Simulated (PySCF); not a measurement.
PySCF 2.14 output of an unrestricted r2SCAN calculation on a single atom or ion in 6-31G* (3s2p1d, 14 functions), with the non-relativistic Hamiltonian (point nucleus):

```
SCF conv_tol = 1e-09
number electrons alpha = 5  beta = 2
    J. W. Furness, A. D. Kaplan, J. Ning, J. P. Perdew, and J. Sun.,  J. Phys. Chem. Lett. 11, 8208-8215 (2020)
    J. W. Furness, A. D. Kaplan, J. Ning, J. P. Perdew, and J. Sun.,  J. Phys. Chem. Lett. 11, 9248-9248 (2020)
    J. W. Furness, A. D. Kaplan, J. Ning, J. P. Perdew, and J. Sun.,  J. Phys. Chem. Lett. 11, 8208-8215 (2020)
    J. W. Furness, A. D. Kaplan, J. Ning, J. P. Perdew, and J. Sun.,  J. Phys. Chem. Lett. 11, 9248-9248 (2020)
cycle= 1 E= -74.5214924417834  delta_E= -0.000519  |g|= 0.0037  |ddm|= 0.0287
cycle= 2 E= -74.521498169688  delta_E= -5.73e-06  |g|= 0.00118  |ddm|= 0.00455
cycle= 3 E= -74.5214988362508  delta_E= -6.67e-07  |g|= 0.000217  |ddm|= 0.00119
cycle= 4 E= -74.5214988587101  delta_E= -2.25e-08  |g|= 1.18e-06  |ddm|= 0.000249
cycle= 5 E= -74.5214988587109  delta_E= -7.82e-13  |g|= 1.15e-08  |ddm|= 1.24e-06
converged SCF energy = -74.5214988587109  <S^2> = 3.7531346  2S+1 = 4.001567
```

The run itself started from symmetry-adapted Hartree-Fock orbitals and held the occupation by maximum overlap, on a logarithmic radial grid, so the iterations belong to that start.

Q: Which element, charge and spin multiplicity is this?

A: O+ (oxygen, charge +1), multiplicity 4; the state was [He] 2s2 2p3, high-spin 4S determinant.
